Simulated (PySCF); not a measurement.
C4H7O2, SMILES [CH2]C(=O)OCC, multiplicity 2. Coordinates come from a B3LYP-D3(BJ)/def2-SVP optimisation. The isomer is the one that the SMILES or the coordinates give; other isomers of the formula were not compared. The values are those of a single conformer.

Computed with B3LYP-D3(BJ)/def2-SVP (PySCF).

Harmonic wavenumbers (cm⁻¹): 89, 120, 227, 316, 324, 381, 461, 615, 661, 758, 793, 850, 952, 1003, 1088, 1122, 1189, 1286, 1329, 1380, 1412, 1441, 1457, 1467, 1485, 1728, 3039, 3065, 3119, 3125, 3144, 3167, 3299. Rotational constants (GHz): 7.603, 2.422, 2.115; symmetry number 1.

Problem. Work out the zero-point energy and the ideal-gas rigid-rotor harmonic-oscillator thermochemistry at 298.15 K and 1 atm.

Solution. ZPE = ½ Σ hcν = ½ × 45892 cm⁻¹ = 274.50 kJ/mol. H − E(el) = 295.11 kJ/mol. Entropy in J/(mol K): translation 164.46, rotation 110.94, vibration 62.90, spin 5.76, total 344.06. G − E(el) = 192.53 kJ/mol. Cp = 109.08 J/(mol K). Modes under 150 cm⁻¹ make the vibrational entropy uncertain.
